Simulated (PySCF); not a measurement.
Ge(Me)2(OH)(OMe), SMILES C[O][Ge]([CH3])([CH3])[OH], singlet (GFN2-xTB optimised geometry):

```
16

C      0.001    -2.905    -2.276
O     -0.631    -1.836    -1.605
Ge    -0.218    -1.234     0.000
C     -0.844    -2.474     1.442
C     -0.956     0.607     0.000
O      1.555    -1.234     0.000
H     -0.356    -3.869    -1.904
H     -0.255    -2.815    -3.333
H      1.085    -2.861    -2.164
H     -1.904    -2.671     1.324
H     -0.680    -2.039     2.423
H     -0.305    -3.415     1.384
H     -1.983     0.588    -0.345
H     -0.930     1.038     0.997
H     -0.376     1.234    -0.671
H      1.983    -0.945     0.802
```

Method: PBE0/def2-TZVP (PySCF).

Task: What are the frontier orbital energies and the dipole moment?

Result: HOMO-2 -8.33 eV, HOMO-1 -8.05 eV, HOMO -7.40 eV, LUMO 0.55 eV, LUMO+1 1.45 eV; dipole moment 2.12 D.

On the same geometry PySCF 2.14.0 with PBE/def2-TZVP gives HOMO-2 -6.75 eV, HOMO-1 -6.50 eV, HOMO -5.89 eV, LUMO -0.30 eV, LUMO+1 0.56 eV; dipole moment 2.02 D.

Meta-Löwdin charges at PBE0/def2-TZVP: C1 -0.12, O2 -0.61, Ge3 1.20, C4 -0.59, C5 -0.59, O6 -0.76, H7 0.10, H8 0.12, H9 0.11, H10 0.14, H11 0.13, H12 0.14, H13 0.14, H14 0.13, H15 0.14, H16 0.34.
